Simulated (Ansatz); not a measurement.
Name a neutral molecule of Cl, O, Si and H with HOMO–LUMO gap (PBE/def2-TZVPP) between 6.90 and 7.20 eV and LUMO energy (PBE/def2-TZVPP) between -0.85 and -0.55 eV (Ansatz, PBE0-D4/def2-TZVP geometry).

`O[Si](O)(Cl)Cl` (6.97 eV, -0.69 eV). Other molecules can fit too; these were computed, each in one conformer that needn't be the lowest.
